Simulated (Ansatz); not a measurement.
Mn2O⁺. Charge 1, multiplicity 6. Geometry PBE0-D4/def2-TZVP; atoms count from 1.

```xyz
3

Mn   -0.700   -0.728    1.453
Mn    0.738    0.767   -1.529
O    -0.037   -0.039    0.077
```

The charge 1 sextet is spin-contaminated (final ⟨S²⟩ up to 11.55, 8.75 for a pure state). At PBE0-D4/def2-TZVP a doublet of charge 1 lies 2.59 eV below the sextet, each at its own geometry. The structure comes from a short search, and lower isomers may exist.

Estimate the Mulliken populations from the PBE0/def2-TZVP orbitals of Ansatz.


```tsv
atom	charge (e)	spin (α − β)	d electrons
Mn1	1.15	-0.92	5.48
Mn2	0.73	5.89	5.10
O3	-0.88	0.03	–
```
Mulliken values depend strongly on the basis.

Where does the spin sit?

Summed by element: Mn 4.97, O 0.03, of 5 unpaired in all. Largest on single atoms: Mn2 5.89, Mn1 -0.92, O3 0.03.

And the Mayer bond orders between heavy atoms (over 0.3)?

Mn1–O3 1.40 (1.68 Å); Mn2–O3 0.46 (1.96 Å).
